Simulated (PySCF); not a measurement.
**Computed structure and properties of [Er(H2O)]3+**

System: [Er(H2O)]3+ (singlet in the valence; each metal's 4f electrons, 11 of them, lie in its core potential, out of spins and levels); start: template (C2v). Method: PySCF 2.14.0, RKS BP86, Er lcecp-1-SVP with ECP57, O def2-SVP, H def2-SVP; non-relativistic Hamiltonian with scalar-relativistic core potentials where named; density fitting; no spin-orbit coupling.

Input of the relaxation:

```python
mol = gto.M(atom='''
Er     0.00000     0.00000    -0.24366
O      0.00000     0.00000     2.17884
H      0.77000    -0.00000     2.76884
H     -0.77000     0.00000     2.76884''',
    basis={'Er': 'lcecp-1-SVP', 'O': 'def2-SVP', 'H': 'def2-SVP'},
    ecp={'Er': 'lcecp-1-SVP'},
    charge=3, spin=0)
mf = dft.RKS(mol, xc='B88,P86')
mf.grids.atom_grid = (50, 194)  # f atoms: unpruned, at least (60, 302)
mf = mf.density_fit()  # fitting sets: Er AutoAux, O def2-universal-JKFIT, H def2-universal-JKFIT
mf.conv_tol = 1e-08; mf.max_cycle = 55
mf.kernel(dm0)  # dm0: converged density of the start geometry
# quasi-Newton relaxation in Cartesian coordinates to a largest gradient under 0.00045 Eh/bohr, steps kept in the point group
```

Run from Python with OMP_NUM_THREADS=2; the lines above give its settings. Where DIIS fails, smearing, a level shift and second-order steps follow.
It took 8.3 s on 2 threads of Arm Neoverse V1, on a shared host, from the converged density of the start.

Course of the relaxation:

```csv
step,energy above end (eV),largest force component within the symmetry (eV/Å)
0,0.3879,3.885
1,0.1637,1.585
2,0.0171,0.655
3,0.0044,0.483
4,0.0002,0.110
5,0.0000,0.010
6,0.0000,0.001
```

Relaxed geometry (C2v):

```xyz
4

Er    0.0000    0.0000   -0.0656
O     0.0000    0.0000    2.0858
H     0.7917    0.0000    2.7263
H    -0.7917    0.0000    2.7263
```

```tsv
contact	Å
Er1–O2 (H2O)	2.151
```

On the finer grid (75, 302):

The HOMO is -26.81 eV. The LUMO is -21.76 eV and the dipole about the centre of mass is 3.79 D. The set of Mulliken populations of Er1 outside the core potential is s 2.06, p 6.06, d 0.38, f 0.02. The D3(BJ) dispersion energy (not in the energies) is -0.128 eV.

```tsv
atom	Mulliken (e)	Löwdin (e)	spin (e)
Er1	2.48	2.39	0.00
O2	-0.26	0.09	0.00
H3	0.39	0.26	0.00
H4	0.39	0.26	0.00
```

The 4f levels lie in the core potential and are missing. Their spin isn't counted.

No frequency check is given for this geometry.

Taking off one H2O (charge 0, singlet; the rest: singlet) in vacuum, both parts rigid, costs 5.54 eV; the small basis without counterpoise inflates it. Parting with an electron moved from the ligand to the metal can be far cheaper, even downhill.

Rigid scan of H2O along the line from its metal:

distance to O2 (Å), energy (eV) and a bar:
```
     1.85      0.962 ##############################
     1.95      0.363 ###########
     2.05      0.078 ##
     2.15      0.000 
     2.25      0.058 ##
     2.35      0.200 ######
     2.55      0.610 ###################
```

One start shape was tried, so this needn't be the lowest isomer.

An lcecp potential fixes the number of 4f electrons, so in runs with it no electron can move into or out of that shell.
